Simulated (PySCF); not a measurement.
Static response to an electric field

Species: C4H5ClF2.
Numbering: `[F:1][CH2:2]/[CH:3]=[C:4](/[Cl:5])[CH2:6][F:7]` (hydrogens: H8, H9 on C2; H10 on C3; H11, H12 on C6)

Geometry (PBE0-D3(BJ)/def2-SVP, Å), atoms numbered from 1 in this order:
```xyz
12
C4H5ClF2 angstrom
F     -2.2419    0.5411    1.3384
C     -1.0095    0.0795    0.9524
C     -0.5257    0.9079   -0.2006
C      0.5215    0.6696   -0.9907
Cl     0.9337    1.7577   -2.2825
C      1.4776   -0.4816   -0.9371
F      1.2198   -1.2961    0.1326
H     -0.3207    0.1541    1.8119
H     -1.0946   -0.9849    0.6858
H     -1.1089    1.8161   -0.3794
H      2.5099   -0.0981   -0.8603
H      1.4034   -1.0721   -1.8675
```

Level: wB97X-D/def2-SVPD (PySCF), static field, nuclei fixed, core orbitals frozen in the response. The polarisability tensor in these axes (au):

```
x    66.77  -2.12 -15.73
y    -2.12  59.82  -8.07
z   -15.73  -8.07  69.83
```

Question: Give the principal values, the mean and the anisotropy Δα = √{½[(α1 − α2)² + (α2 − α3)² + (α1 − α3)²]}.

Answer: Principal values 48.10, 63.34 and 84.98 au; mean 65.47 au = 9.70 Å³ = 10.79 × 10⁻⁴⁰ C²·m²/J; Δα = 32.09 au (49 % of the mean).

Question: What is the dipole moment, and where does it point?

Answer: (1.54, -0.58, -0.61) D, 1.76 D in size, pointing from the negative to the positive side. Measured along this direction, the outermost atoms are F1 at the negative end and H11 at the positive end.

Question: In TDDFT the mean static polarisability is Σ f/ω² over all singlet excitations (ω in hartree). How much of it do the 6 lowest give? Their energies (eV) and oscillator strengths: 6.37, 0.0016; 6.62, 0.3712; 7.46, 0.0030; 7.61, 0.0002; 8.05, 0.0005; 8.09, 0.0021.

Answer: They add up to 6.37 au, 9.7 % of the 65.47 au; the largest single term is 6.27 au, from the state at 6.62 eV. Terms in order: 0.03, 6.27, 0.04, 0.00, 0.01, 0.02 au. Higher excitations give the rest. The strengths listed sum to 0.379.

Question: Give the eigenvalues of the traceless quadrupole moment Θ = ½Σq(3rr − r²1), origin at the centre of nuclear charge.

Answer: -4.49, 0.21, 4.29 D·Å. The values depend on the origin, since the dipole doesn't vanish. The electronic extent ⟨r²⟩ about the same centre is 1139 bohr², a root-mean-square distance of 2.23 Å for the 64 electrons.

Question: Give the principal axes and the span of the nuclei along them.

Answer: Largest value along (-0.63, -0.19, 0.75), where the nuclei span 4.96 Å; middle along (-0.52, 0.83, -0.22), 3.89 Å; least along (0.58, 0.53, 0.62), 1.92 Å. The response follows the extents in order.

Isolated species at its PBE0-D3(BJ)/def2-SVP geometry (one conformer only).
